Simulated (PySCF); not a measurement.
Numbering as in the mapped SMILES `[F:1][C:2]([F:3])([F:4])[c:5]1[o:6][c:7]2[cH:8][cH:9][cH:10][cH:11][c:12]2[p:13]1`. Hydrogens are named by the atom that carries them.

Theory: shielding tensors at PBE0/pcSseg-1 (GIAO), coordinates at the GFN2-xTB level, in PySCF (a single conformation, one averaged value for each set of equivalent atoms, no solvent, relativity neglected).

References, each an isolated molecule treated in the same way: ¹³C (σ = 186.93 ppm), ¹H (σ = 31.72 ppm) vs TMS; ¹⁹F (σ = 170.95 ppm) against CFCl3; ¹⁷O (σ = 336.08 ppm) against H2O; ³¹P (σ = 318.38 ppm) against H3PO4.

```tsv
atoms	nucleus	count	Hirshfeld charge	δ (ppm)
C2	¹³C	1	0.24	?
C7	¹³C	1	0.07	?
C5	¹³C	1	-0.03	?
F1/F3/F4	¹⁹F	3	-0.09	-76.8
C12	¹³C	1	-0.08	145.5
C11	¹³C	1	-0.05	136.1
C9	¹³C	1	-0.04	134.5
H(C10)	¹H	1	0.05	?
C10	¹³C	1	-0.05	?
H(C11)	¹H	1	0.06	8.55
H(C8)	¹H	1	0.06	8.13
P13	³¹P	1	0.09	144.6
O6	¹⁷O	1	-0.05	313.7
C8	¹³C	1	-0.06	120.2
H(C9)	¹H	1	0.06	7.98
```

Complete the table.

Answers


- C5: 194.3 ppm, substituted aromatic carbon next to the ring oxygen
- C7: 165.9 ppm, ring-fusion aromatic carbon
- C2: 130.4 ppm, CF3 carbon; 3 electronegative neighbours deshield it
- C10: 128.7 ppm, aromatic CH; the aromatic region
- H(C10): 7.75 ppm, hydrogen on an aromatic CH; it sits in the deshielding region of the aromatic ring current

Shifts are as computed. Against solution values, carbons near 30 ppm lie about +3 ppm off and those near 130 ppm about +5 ppm. Of 1211 compounds with measured shifts, 218 miss one by over three times the rms of a fit or turn the order of signals round; such compounds aren't used in these exercises. Unscaled 19F shifts against computed CFCl3 carry errors that often reach 10 to 50 ppm. Unscaled 17O shifts of doubly bonded oxygen tend to come out too high, by tens of ppm or more. Experimental scales use liquid or dissolved standards, which lie at an offset from isolated H2O (liquid H2O: subtract about 36 ppm) and H3PO4.
